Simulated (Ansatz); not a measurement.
C3H6S2Si can be A, `CC1(S)[SiH2]C1=S`, or B, `[SiH3]C1=CC1(S)S`.

Computed with Ansatz on PBE0-D4/def2-TZVP structures; ΔE is electronic, products minus reactants. CCSD(T)/CBS adds triple-zeta CCSD(T) − MP2 to the extrapolated MP2 energy (def2 sets, frozen cores). DFT in def2-TZVPP. Each species was taken in one conformer, which may not be the lowest.

Which isomer does CCSD(T)/CBS put lower? Give the gap. (Estimate.)

Computed: A, by 12.1 kcal/mol.

Give E(B) − E(A) in kcal/mol with CCSD(T)/def2-TZVPP, B2PLYP, PBE0-D4, HF/def2-TZVPP, CCSD/def2-TZVPP, MP2/def2-TZVPP, ωB97M-V. (Estimate.)

Computed: CCSD(T)/def2-TZVPP 12.8, B2PLYP 12.4, PBE0-D4 13.2, HF/def2-TZVPP 3.7, CCSD/def2-TZVPP 10.8, MP2/def2-TZVPP 13.2, ωB97M-V 11.4. None reverses the order clearly.

Largest T1 diagnostic: 0.016.

The D4 term adds +0.9 kcal/mol with B3LYP and +0.4 kcal/mol with PBE0; it sums over pairs of atoms, weighted by their polarisabilities, and B3LYP, whose exchange is more repulsive, gets the larger term. In def2-TZVPP, CCSD(T) changes the Hartree–Fock value by +9.1 kcal/mol (the triples alone add +2.0 kcal/mol) and MP2 by +9.6 kcal/mol.

B3LYP here is the variant with VWN-RPA as its local correlation; programs differ in this.
